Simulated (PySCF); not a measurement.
Input of a run (PBE0-D3(BJ)/def2-SVP geometry optimisation, gas phase (PySCF 2.14.0)), started from GFN2-xTB:
```
{"job": {"xc": "PBE0", "basis": "def2-SVP", "d3": "d3bj", "grid": 1, "kind": "geom"}, "charge": 0, "multiplicity": 1}
C      2.374300     0.791574    -0.243076
C      1.416784     0.072749    -0.365845
Ge    -0.167041    -0.968119    -0.472948
C     -1.623282     0.002094     0.470262
N     -1.576267     1.123400     1.023390
H      3.229286     1.400219    -0.152908
H     -0.492351    -1.194376    -1.923665
H      0.102779    -2.309821     0.149940
H     -2.586701    -0.504408     0.514694
H     -0.668624     1.591344     0.977627
```

Output (energies in Eh, forces in Eh/bohr):
```
step   0  E = -2248.11979035  max force = 0.022774
step   1  E = -2248.12280904  max force = 0.003461
step   2  E = -2248.12302008  max force = 0.001236
step   3  E = -2248.12304664  max force = 0.001556
step   4  E = -2248.12308503  max force = 0.000875
step   5  E = -2248.12310699  max force = 0.001042
step   6  E = -2248.12311783  max force = 0.000589
step   7  E = -2248.12312155  max force = 0.000156
optimisation converged
```

Problem. Summarise the run.

Solution. The energy falls by 2.1 kcal/mol over 8 energy and gradient evaluations, the largest force component goes from 0.0228 to 1.6e-04 Eh/bohr, and the atoms move by 0.121 Å rms after alignment. Among the bonds, Ge3–H7 and Ge3–H8 change most and about equally (+0.033 Å). Bonds longer at the end by more than 0.005 Å: 7 of 9; shorter: 1. Among the angles that change most is C2–Ge3–C4, from 108.5° to 104.2°. The energy never rose by more than 1e-6 Eh on the way. The first step brought 91 % of the lowering.

Problem. What are the final bond lengths?

Solution. C1≡C2 1.217 Å, C2–Ge3 1.903 Å, Ge3–C4 1.974 Å, C4=N5 1.266 Å, C1–H6 1.076 Å, Ge3–H7 1.537 Å, Ge3–H8 1.537 Å, C4–H9 1.106 Å, N5–H10 1.030 Å. Numbering counts from 1 in the input's order; the species is `[C]([GeH2]/[CH]=N\[H])#C`.

The run used 113 basis functions and 54 SCF cycles in all. The run took 73 s of wall time on x86-64 server, one thread, shared host.

No frequency check. The numbers are those of one conformer.

Shape of the structure used: `[H]/[N:5]=[CH:4]\[GeH2:3][C:2]#[CH:1]`: C2–Ge3–C4–N5 0°.
